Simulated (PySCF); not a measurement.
## MH₂ across group 15

Level: PBE0, basis family def2-TZVP, scalar-relativistic core potentials from Rb on and no relativity for lighter atoms.

Each entry is the lowest minimum that a search over a few typed start shapes (and spin states, where more than one is plausible) found, or that minimum re-optimised at the stated level; isomers with ligand–ligand bonds, or fragments after loss of a ligand pair, can lie lower. Open shells are unrestricted; no spin–orbit coupling; PySCF with density fitting.

```
molecule  2S+1  point group  mean bond to the central atom (Å)  distinct angles (°)  lowest ω (cm⁻¹)  dipole (D)  highest ω (cm⁻¹)
     PH₂     2          C2v                              1.424                   91             1119        0.64              2402
    AsH₂     ?            ?                                  ?                    ?                ?           ?                 ?
    SbH₂     2          C2v                              1.712                   90              845        0.28              1961
```

Question: Fill in the row of AsH₂.

Answer: 2S+1: 2; point group: C2v; mean bond to the central atom (Å): 1.526; distinct angles (°): 91; lowest ω (cm⁻¹): 1005; dipole (D): 0.30; highest ω (cm⁻¹): 2209.

The bond lengthens at every step; the largest change, 0.186 Å, falls between AsH₂ and SbH₂ among the members listed.

Left out of the table are members whose search was unfinished or whose lowest solution was spin-contaminated, unstable, very soft or bonded differently.
